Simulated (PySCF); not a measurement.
## Heteronuclear NMR

Molfile (atoms numbered from 1):
```
C6H10N2Si
     RDKit          3D

 19 19  0  0  0  0  0  0  0  0999 V2000
    2.7847   -0.2139    0.9585 Si  0  0  0  0  0  4  0  0  0  0  0  0
    2.0993   -0.8049   -0.5155 N   0  0  0  0  0  0  0  0  0  0  0  0
    1.0876   -0.1214   -1.2097 N   0  0  0  0  0  0  0  0  0  0  0  0
   -0.1662    0.0521   -0.6437 C   0  0  0  0  0  0  0  0  0  0  0  0
   -0.6731   -0.8464    0.2943 C   0  0  0  0  0  0  0  0  0  0  0  0
   -1.9582   -0.6964    0.7787 C   0  0  0  0  0  0  0  0  0  0  0  0
   -2.7623    0.3397    0.3363 C   0  0  0  0  0  0  0  0  0  0  0  0
   -2.2668    1.2311   -0.6020 C   0  0  0  0  0  0  0  0  0  0  0  0
   -0.9823    1.0942   -1.0872 C   0  0  0  0  0  0  0  0  0  0  0  0
    1.8548   -0.0691    2.0853 H   0  0  0  0  0  0  0  0  0  0  0  0
    3.3054    1.1107    0.6147 H   0  0  0  0  0  0  0  0  0  0  0  0
    3.8153   -1.2044    1.2480 H   0  0  0  0  0  0  0  0  0  0  0  0
    2.0402   -1.7985   -0.6925 H   0  0  0  0  0  0  0  0  0  0  0  0
    1.4494    0.7046   -1.6721 H   0  0  0  0  0  0  0  0  0  0  0  0
   -0.0553   -1.6596    0.6442 H   0  0  0  0  0  0  0  0  0  0  0  0
   -2.3345   -1.3985    1.5086 H   0  0  0  0  0  0  0  0  0  0  0  0
   -3.7657    0.4530    0.7178 H   0  0  0  0  0  0  0  0  0  0  0  0
   -2.8849    2.0442   -0.9541 H   0  0  0  0  0  0  0  0  0  0  0  0
   -0.5971    1.7926   -1.8170 H   0  0  0  0  0  0  0  0  0  0  0  0
  1  2  1  0
  2  3  1  0
  3  4  1  0
  4  5  2  0
  5  6  1  0
  6  7  2  0
  7  8  1  0
  8  9  2  0
  9  4  1  0
  1 10  1  0
  1 11  1  0
  1 12  1  0
  2 13  1  0
  3 14  1  0
  5 15  1  0
  6 16  1  0
  7 17  1  0
  8 18  1  0
  9 19  1  0
M  END
```

- NMR shieldings at PBE0/pcSseg-1/GIAO
- geometry from GFN2-xTB
- run in PySCF 2.14
- isolated molecule, fast rotation and ring inversion assumed for equivalent nuclei, non-relativistic, one computed conformer

**Question.** What are the $^{29}$Si shifts?

**Answer.** 
| atoms | environment | σ (ppm) | δ (ppm) |
| --- | --- | --- | --- |
| Si1 | silicon bonded to N, 3 H | 409.0 | -56.2 |

Shieldings were converted by a linear fit to measured shifts: $^{29}$Si (scatter 8.9 ppm rms, 25.8 ppm with the 6 outliers that the fit left out vs TMS, solution or neat liquid). Occasional misses reach two or three times the rms, and more in compound classes unlike the fitted ones.

On a 600 MHz spectrometer $^{29}$Si resonates near 119.2 MHz, so 1 ppm is 119.2 Hz.

**Question.** What are the $^{15}$N shifts?

**Answer.** 
```csv
atoms,environment,σ (ppm),δ (ppm)
N3,nitrogen bonded to O or N,152.1,-288.2
N2,nitrogen bonded to O or N,208.5,-340.2
```

Shieldings were converted by a linear fit to measured shifts: $^{15}$N: δ = -148.07 − 0.921σ (rms 6.3 ppm, 71 shifts vs CH3NO2, solution or neat liquid). A few per cent of atoms miss by over 2 rms, more outside the fitted compound classes.

On a 600 MHz spectrometer $^{15}$N resonates near 60.8 MHz, so 1 ppm is 60.8 Hz.
